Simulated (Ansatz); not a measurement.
Computed with frozen-core CCSD(T)/def2-TZVPP // BP86-D3(BJ)/def2-SVP (Ansatz, an electronic-structure program).

Ansatz 0.2 input:
```yaml
crystal:
  periodic: [false, false, false]
  atoms:
    - { symbol: Zn, position_ang: [0.0, 0.0, 0.0] }
    - { symbol: Cl, position_ang: [-0.351559, 1.773689, 1.072351] }
    - { symbol: Cl, position_ang: [0.351559, -1.773688, -1.072351] }
basis:
  gaussian: { orbitals: def2-TZVPP }
correlation:
  method: ccsd_t
```

Output:

```
Functional definition: HF
951 factors; integrals over basis functions are off by at most 1.3e-3 eV
mean field evaluation 1: about -73386.3057 eV, gradient 2.1e1 eV
mean field evaluation 2: about -73386.5367 eV, gradient 2.1e1 eV
mean field evaluation 4: about -73387.8138 eV, gradient 4.0e0 eV
mean field evaluation 8: about -73387.8417 eV, gradient 1.2e-1 eV
mean field evaluation 16: about -73387.1996 eV, gradient 1.7e1 eV
mean field -73387.84170326 eV, -2696.9534385292 hartree, gradient 3.4e-6 eV, S^2 0.000000; 0 other end points of the search recorded, 0 dependent functions left out
15 core orbitals not correlated
reference -73387.84170326 eV, -2696.9534385292 hartree; 17, 17 occupied and 116, 116 virtual orbitals, 951 factors
second order -32.52947595 eV of doubles, -0.00000000 eV of singles
cycle   1  -29.89843877 eV  change     2.6e0 eV  update   1.4e-1
cycle   2  -30.99542187 eV  change    -1.1e0 eV  update   6.6e-2
cycle   3  -31.21998411 eV  change   -2.2e-1 eV  update   2.1e-2
cycle   4  -31.16820111 eV  change    5.2e-2 eV  update   8.0e-3
cycle   5  -31.14714007 eV  change    2.1e-2 eV  update   3.1e-3
cycle   6  -31.15246419 eV  change   -5.3e-3 eV  update   9.5e-4
cycle   7  -31.15295097 eV  change   -4.9e-4 eV  update   4.8e-4
cycle   8  -31.15220464 eV  change    7.5e-4 eV  update   1.5e-4
cycle   9  -31.15243754 eV  change   -2.3e-4 eV  update   5.0e-5
cycle  10  -31.15254615 eV  change   -1.1e-4 eV  update   1.4e-5
cycle  11  -31.15248895 eV  change    5.7e-5 eV  update   5.3e-6
cycle  12  -31.15248735 eV  change    1.6e-6 eV  update   2.2e-6
perturbative correction -0.91246830 eV, -0.0335325917 hartree
Total energy: -73419.90665892 eV, -2698.1318039151 hartree
```

Cost: about 15 core-seconds (a rough figure).
